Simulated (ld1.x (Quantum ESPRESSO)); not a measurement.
# Before and after: RRKJ potential for Ru (Z = 44)

ld1.x (Quantum ESPRESSO) 7.5 input, shortened:

```
&input
   title='Ru', zed=44., rel=1, dft='PBE', iswitch=3,
   config='[Kr] 4d7 5s1 5p0'
 /
 &inputp
   pseudotype=2, tm=.false., rho0=0.001, lloc=2,
   nlcc=.false.
 /
3
4S  1  0   2.00   0.00  1.65  1.65  0.0
4P  2  1   6.00   0.00  1.75  1.75  0.0
4D  3  2   7.00   0.00  1.35  1.35  0.0
 &test
   configts(1)='4s2 4p6 4d7 5s1 5p0'
 /
```

Occupied shells without a wave of their own: 5s. They enter only through the test configuration that unscreens the potential.

Change: local potential all-electron potential smoothed inside 1.75 bohr (lloc = -2).

Cutoffs: the cutoffs (Ry, on a coarse ladder) from which the occupation-weighted sum of valence levels, in a spherical-Bessel basis at the reference potential, stays within 10 and 1 mRy of its value at 400 Ry; they do not see the model core or the augmentation charge, which bear on the density cutoff. Errors are all-electron minus pseudo energies relative to the spin-unpolarised reference configuration.

Question: What does the change do?

Answer: The potential gets harder (60 Ry and 70 Ry → 70 Ry and 100 Ry); the miss of the reference levels goes from 0.04 to 0.27 eV; of the 7 tests that both files solve, the error grows in 6 and shrinks in 1 by more than 15 % and 0.3 meV (median size 69.1 → 365.4 meV); the range in which the s phases agree narrows (upper end 1.4 → -0.2); neither file shows a bound ghost.

```csv
quantity,base,changed
"cutoff, loose",60 Ry,70 Ry
"cutoff, tight",70 Ry,100 Ry
loose cutoff by channel (10 mRy a level),"s 50 Ry, p 25 Ry, d 45 Ry","s 50 Ry, p 25 Ry, d 40 Ry"
bound ghosts,none,none
"largest miss of a reference level, eV",0.04,0.27
"error for 4s2 4p6 4d7 5s0 5p0, meV [ΔE 7.29 eV]",+56,-365
"error for 4s2 4p6 4d6 5s0 5p0, meV [ΔE 25.48 eV]",+86,-590
"error for 4s2 4p6 4d5 5s0 5p0, meV [ΔE 56.10 eV]",+125,-873
"error for 4s1 4p6 4d7 5s1 5p0, meV [ΔE 82.69 eV]",-5.1,+12
"error for 4s2 4p6 4d7 5s0 5p1, meV [ΔE 3.46 eV]",+69,-318
"error for 4s2 4p6 4d4 5s0 5p0, meV [ΔE 100.61 eV]",+182,-1198
"error for 4s2 4p6 4d6 5s1 5p1, meV [ΔE 5.65 eV]",+36,-20
s: phases at 1.91 bohr within 0.05 rad from the reference energy up to (Ry; the scan ends near 5),1.4,-0.2
p: phases at 1.91 bohr within 0.05 rad from the reference energy up to (Ry; the scan ends near 5),1.9,2.4
d: phases at 1.91 bohr within 0.05 rad from the reference energy up to (Ry; the scan ends near 5),to the end of the scan,4.4
```

Changed file: The 5s level has no wave, so the channel is fitted at the deeper level alone: the likely source of the large errors.
